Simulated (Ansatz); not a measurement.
A search over several starts for the lowest SCF solution of ZrClF3 at the given spin, in a small basis.

```yaml
crystal:
  periodic: [false, false, false]
  atoms:
    - {symbol: Zr, position_ang: [-0.000300, 0.000576, -0.081721]}
    - {symbol: Cl, position_ang: [0.008323, -0.016026, 2.272467]}
    - {symbol: F, position_ang: [1.786150, 0.009606, -0.736782]}
    - {symbol: F, position_ang: [-0.900901, 1.552081, -0.716045]}
    - {symbol: F, position_ang: [-0.893263, -1.546237, -0.737919]}
basis:
  gaussian: {orbitals: def2-SVP, initial_orbitals: start.molden}
hamiltonian: {xc: pbe0, dispersion: d4}
output: {orbitals: {seedname: orbitals}}
```

The file start.molden holds the orbitals of an earlier run on this structure, at another level or in another basis.

```sh
$ ansatz run in.yaml --threads 4 --pin off --events-out ev --progress --plain --max-ram 3916MiB
```

It prints (some lines left out):

```
Functional definition: PBE0
866 factors; integrals over basis functions are off by at most 9.2e-4 eV
mean field evaluation 1: about -21940.1083 eV, gradient 7.5e0 eV
mean field evaluation 2: about -21940.2656 eV, gradient 3.0e-1 eV
mean field evaluation 4: about -21940.3493 eV, gradient 1.5e-3 eV
mean field evaluation 8: about -21934.4197 eV, gradient 5.9e1 eV
mean field evaluation 16: about -21940.3493 eV, gradient 4.1e-2 eV
mean field -21940.34927694 eV, -806.2929642246 hartree, gradient 2.3e-5 eV, S^2 0.000000; 1 other end points of the search recorded, 0 dependent functions left out
reference -21940.34933579 eV, -806.2929663875 hartree; 28, 28 occupied and 63, 63 virtual orbitals, 866 factors
Total energy: -21940.44418343 eV, -806.2964519738 hartree
```

It took 1.5 s on 4 threads of Arm Neoverse V1 on a shared host.

In the def2 sets Zr takes a core potential; there is no spin–orbit coupling.
